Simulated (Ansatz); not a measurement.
Frontier orbitals of C3H11GeNO3 (`C[O][Ge]([NH2])([O]C)[O]C`).

```xyz
19

C    -1.352    0.466   -1.812
O    -1.343    0.199   -0.426
Ge    0.203   -0.062    0.386
N    -0.260   -0.192    2.130
O     1.072   -1.429   -0.308
C     0.446   -2.692   -0.315
O     1.338    1.242    0.087
C     1.047    2.527    0.597
H    -0.777    1.366   -2.059
H    -0.945   -0.369   -2.393
H    -2.389    0.624   -2.115
H    -1.220   -0.459    2.289
H     0.361   -0.722    2.722
H     1.154   -3.413   -0.730
H    -0.459   -2.701   -0.935
H     0.171   -3.026    0.694
H     1.945    3.139    0.483
H     0.776    2.497    1.658
H     0.230    3.005    0.045
```

Charge 0, multiplicity 1. Correlated methods include outer-core shells of Ge, which these sets cover unevenly. Scalar relativity is left out up to krypton. Geometry: relaxed with PBE0-D4/def2-TZVP. It is one conformer, not always the lowest. Basis def2-TZVPP, Ansatz.

Orbital energies of one run (eV). Highest occupied ones, from the top: -7.76, -7.91, -8.05, -8.12, -8.58, -9.10, -9.50, -11.55, -11.78, -12.12, -12.20, -12.33, -12.63, -12.97. Empty: 0.31, 1.50, 1.68, 1.90, 2.16, 2.73.

**Question.** Which functional gave them?
A. BLYP
B. PBE0
C. CAM-B3LYP
D. BHLYP

**Answer.** B. HOMO energies: PBE0 -7.76, CAM-B3LYP -9.22, BHLYP -9.22, BLYP -6.08 eV.
